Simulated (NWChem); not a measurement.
C₂H₈N₂Si; SMILES C/N=C/[SiH2]N

```xyz
13

C     -0.1973     2.6532     0.0033
N     -0.3159     1.2229    -0.0366
C      0.7262     0.5012     0.0498
Si     0.5122    -1.3809    -0.0169
N     -1.1901    -1.6012     0.0675
H     -0.6351     3.0814    -0.9133
H     -0.7958     3.0450     0.8421
H      0.8458     3.0138     0.1065
H      1.7324     0.9699     0.1537
H      1.1778    -1.8889    -1.2659
H      1.2607    -2.0012     1.1233
H     -1.7144    -0.7414    -0.0808
H     -1.6733    -2.4249    -0.2645
```
Atoms are numbered in this order, from 1.

All runs: NWChem. Pople sets run with spherical d functions. All runs use the structure optimised with PBE0/def2-SVP. Total energies compare along this basis series because the functional is fixed.

```json
[
 {"level": "PBE0/STO-3G", "basis functions": "37", "energy (Ha)": "-473.9153", "highest occupied level (eV)": "___", "orbital gap (eV)": "6.43", "dipole (D)": "___"},
 {"level": "PBE0/3-21G", "basis functions": "65", "energy (Ha)": "-477.0737", "highest occupied level (eV)": "-6.40", "orbital gap (eV)": "6.30", "dipole (D)": "1.47"},
 {"level": "PBE0/6-31G*", "basis functions": "90", "energy (Ha)": "-479.6394", "highest occupied level (eV)": "-6.86", "orbital gap (eV)": "6.56", "dipole (D)": "1.16"},
 {"level": "PBE0/6-31+G*", "basis functions": "110", "energy (Ha)": "-479.6504", "highest occupied level (eV)": "-7.14", "orbital gap (eV)": "6.41", "dipole (D)": "1.17"},
 {"level": "PBE0/6-311G**", "basis functions": "146", "energy (Ha)": "-479.7243", "highest occupied level (eV)": "-7.06", "orbital gap (eV)": "6.51", "dipole (D)": "1.12"},
 {"level": "PBE0/6-311++G**", "basis functions": "174", "energy (Ha)": "-479.7294", "highest occupied level (eV)": "-7.19", "orbital gap (eV)": "6.39", "dipole (D)": "1.14"},
 {"level": "PBE0/def2-TZVPD", "basis functions": "263", "energy (Ha)": "-479.7553", "highest occupied level (eV)": "-7.22", "orbital gap (eV)": "6.42", "dipole (D)": "1.01"}
]
```

### Question
Some entries are withheld; supply them.

### Answer

- PBE0/STO-3G, highest occupied level (eV): -3.42
- PBE0/STO-3G, dipole (D): 1.07
